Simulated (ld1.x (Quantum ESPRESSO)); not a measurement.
## What one change does to a pseudopotential (beryllium (Be), ultrasoft)

```
Element                 : Be (Z = 4)
Generator               : ld1.x (Quantum ESPRESSO) 7.5
Type                    : ultrasoft
Functional              : PBE
Relativity              : scalar-relativistic
Frozen core             : [He]
Valence charge          : 2
Reference configuration : 2s2 2p0
Partial waves           : 2s (bound): rcut 1.95, rcutus 2.30 bohr; 2s channel at 2.25 Ry: rcut 1.95, rcutus 2.30 bohr; 2p (bound, empty): rcut 3.15, rcutus 3.80 bohr; 2p channel at 2.6 Ry: rcut 3.15, rcutus 3.80 bohr
Local potential         : all-electron potential smoothed inside 2.35 bohr (lloc = -1)
Core correction         : none
Augmentation charge     : PSQ, inside the norm-conserving radii
```

Change: wave 2s channel at 2.25 Ry: rcut 1.95, rcutus 2.30 bohr becomes 2s channel at 2.7 Ry: rcut 1.95, rcutus 2.30 bohr.

Cutoffs: the cutoffs (Ry, on a coarse ladder) from which the occupation-weighted sum of valence levels, in a spherical-Bessel basis at the reference potential, stays within 10 and 1 mRy of its value at 400 Ry; they do not see the model core or the augmentation charge, which bear on the density cutoff. Errors are all-electron minus pseudo energies relative to the spin-unpolarised reference configuration.

**Question.** How do hardness, ghosts and transferability respond?

**Answer.** Both files are so soft that the ladder of cutoffs tells neither apart; the errors of the 5 common tests hardly move; the range in which the s phases agree widens (upper end 3.6 → at the end of the scan); neither file shows a bound ghost.

| quantity | base | changed |
| --- | --- | --- |
| cutoff, loose | 6 Ry | 6 Ry |
| cutoff, tight | 6 Ry | 6 Ry |
| bound ghosts | none | none |
| error for 2s1 2p0, meV [ΔE 9.55 eV] | +8.3 | +8.5 |
| error for 2s1.5 2p0, meV [ΔE 3.76 eV] | +1.0 | +1.0 |
| error for 2s1 2p1, meV [ΔE 3.61 eV] | +344 | +344 |
| error for 2s0 2p1, meV [ΔE 13.46 eV] | +1160 | +1160 |
| error for 2s0 2p2, meV [ΔE 7.25 eV] | +1199 | +1199 |
| s: phases at 4.09 bohr within 0.05 rad from the reference energy up to (Ry; the scan ends near 5) | 3.6 | to the end of the scan |
| p: phases at 4.09 bohr within 0.05 rad from the reference energy up to (Ry; the scan ends near 5) | 0.5 | 0.5 |
| lowest overlap eigenvalue by channel | s 0.69, p 0.85 | s 0.75, p 0.85 |
